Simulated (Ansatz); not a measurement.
C3H10Si2 can be A, `CC=C([SiH3])[SiH3]`, or B, `[SiH3]CC1C[SiH2]1`.

Isolated molecules relaxed with PBE0-D4/def2-TZVP in Ansatz; ΔE leaves out vibrations. CBS: MP2 limit from def2 TZ/QZ plus the TZ coupled-cluster correction, frozen cores. Functionals use def2-TZVPP. B3LYP here is the variant with VWN-RPA as its local correlation; programs differ in this. One conformer a species, not always the lowest.

(1) Which is lower in electronic energy at CCSD(T)/CBS, and by how much? (Best estimate.)

(2) Give E(B) − E(A) in kcal/mol with r2SCAN-D4, HF/def2-TZVPP, ωB97M-V, MP2/def2-TZVPP, B3LYP-D4, B3LYP, CCSD/def2-TZVPP. (Best estimate.)

Largest T1 diagnostic: 0.012.

Answers

(1) The calculation gave: A, by 13.5 kcal/mol.

(2) Ansatz gave: r2SCAN-D4 11.6, HF/def2-TZVPP 20.8, ωB97M-V 12.1, MP2/def2-TZVPP 11.7, B3LYP-D4 15.8, B3LYP 15.4, CCSD/def2-TZVPP 14.0. None reverses the order clearly.

In def2-TZVPP, CCSD(T) changes the Hartree–Fock value by −7.0 kcal/mol (the triples alone add −0.2 kcal/mol) and MP2 by −9.1 kcal/mol.
